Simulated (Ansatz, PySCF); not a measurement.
The pair A = hydrogen isocyanide (SMILES [C-]#[NH+]) (first 3 atoms), B = hydrogen isocyanide (SMILES [C-]#[NH+]); geometry from B3LYP-D3(BJ)/def2-TZVP.
(charge 0, multiplicity 1):
```xyz
6

C     -0.217     0.394    -1.131
N     -0.116     0.330     0.026
H     -0.028     0.275     1.036
C      0.149     0.164     3.079
N      0.249     0.101     4.231
H      0.336     0.048     5.225
```

Cores are frozen in the correlated methods. CBS(a, b) extrapolates the correlation energy as X⁻³ and adds the Hartree–Fock energy of set b.

Codes used: Ansatz (Gaussian basis) for Hartree–Fock, density functionals and correlated methods; PySCF for the dispersion terms. 

The monomers are drawn apart, rigid, along the line of their centres of mass. Counterpoise-corrected interaction energies (kcal/mol):

```
level                                  R = 5.050 Å  R = 5.871 Å
-------------------------------------  -----------  -----------
PBE/def2-TZVPPD                            -4.5551      -2.3486
PBE-D3(BJ)/def2-TZVPPD                     -4.8701      -2.4800
wB97M-V/def2-TZVPPD                        -4.4068      -2.2944
CCSD(T)/CBS(aug-cc-pVDZ, aug-cc-pVTZ)      -4.6409      -2.4074
```

Task: R is the distance of the centres of mass. Find the local exponent m of E ∝ R⁻ᵐ between the two points.

Result: 
m = ln(E₁/E₂)/ln(R₂/R₁): PBE/def2-TZVPPD 4.4; PBE-D3(BJ)/def2-TZVPPD 4.5; wB97M-V/def2-TZVPPD 4.3; CCSD(T)/CBS(aug-cc-pVDZ, aug-cc-pVTZ) 4.4. For scale, two fixed dipoles give m = 3, dipole and quadrupole 4, quadrupoles 5, and dispersion or dipole-induced dipole 6 at long range; at these distances several terms mix, and what is left of overlap and damping shifts m, so it need not match one of them.

Ansatz is a first-principles code.
